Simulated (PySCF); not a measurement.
SMILES COC[CH]OCCOC, doublet (GFN2-xTB optimised geometry):

```
22

C      3.034    -2.128    -1.343
O      2.044    -2.284    -0.359
C      0.800    -2.803    -0.865
C      0.090    -1.907    -1.804
O     -0.379    -0.670    -1.475
C     -0.394    -0.309    -0.113
C     -0.889     1.129     0.000
O     -2.296     1.129     0.000
C     -2.846     2.420     0.000
H      3.247    -3.081    -1.843
H      3.927    -1.781    -0.828
H      2.739    -1.391    -2.098
H      0.988    -3.761    -1.368
H      0.219    -2.984     0.045
H      0.178    -2.021    -2.870
H      0.613    -0.400     0.312
H     -1.080    -0.957     0.446
H     -0.505     1.711    -0.850
H     -0.512     1.579     0.932
H     -2.537     2.984     0.889
H     -2.547     2.981    -0.894
H     -3.927     2.297     0.006
```

Calculation: unrestricted PBE0/def2-SVP (PySCF).

**Question.** What are the frontier orbital energies (α orbitals alone; a β orbital can be the lowest empty one) and the dipole moment?

**Answer.** HOMO-2 -7.35 eV, HOMO-1 -7.31 eV, HOMO -4.92 eV, LUMO 1.96 eV, LUMO+1 2.06 eV; dipole moment 1.11 D.

On the same geometry unrestricted PBE/def2-SVP (PySCF 2.14.0) gives HOMO-2 -5.66 eV, HOMO-1 -5.65 eV, HOMO -3.44 eV, LUMO 1.06 eV, LUMO+1 1.18 eV; dipole moment 1.04 D.

Meta-Löwdin charges at PBE0/def2-SVP: C1 -0.09, O2 -0.41, C3 -0.01, C4 0.00, O5 -0.31, C6 0.02, C7 0.03, O8 -0.39, C9 -0.08, H10 0.08, H11 0.11, H12 0.09, H13 0.10, H14 0.11, H15 0.11, H16 0.10, H17 0.10, H18 0.09, H19 0.08, H20 0.08, H21 0.08, H22 0.11.
